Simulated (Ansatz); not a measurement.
Reactions of CH5AlFNS, SMILES `C[S][Al]([NH2])[F]`.

Program: Ansatz. Geometries: PBE0-D4/def2-TZVP. ΔE: electronic, gas phase. CBS: MP2 limit from def2 TZ/QZ plus the TZ coupled-cluster correction, frozen cores. This one scheme is used for every species. Each species was taken in one conformer, which may not be the lowest.

Task: Order these by ΔE at CCSD(T)/CBS, lowest first. (Best estimate.)
A. `C[S][Al]([NH2])[F]` + `C[SiH](O)F` → `CO[SiH](C)F` + `[NH2][Al]([F])[SH]`
B. `C[S][Al]([NH2])[F]` + `COBF` → `COB(C)F` + `[NH2][Al]([F])[SH]`
C. `C[S][Al]([NH2])[F]` + `CC` → `C[CH2][Al]([NH2])[F]` + CH₃SH
D. `C[S][Al]([NH2])[F]` + H₂O → `[NH2][Al]([OH])[F]` + CH₃SH
E. `C[S][Al]([NH2])[F]` + `O[SiH3]` → `[NH2][Al]([F])[O][SiH3]` + CH₃SH

Result: B (-67.4 kJ/mol), E (-56.3 kJ/mol), D (-25.6 kJ/mol), A (+32.4 kJ/mol), C (+113.0 kJ/mol).

Largest T1 diagnostic: 0.013, for `COBF`.
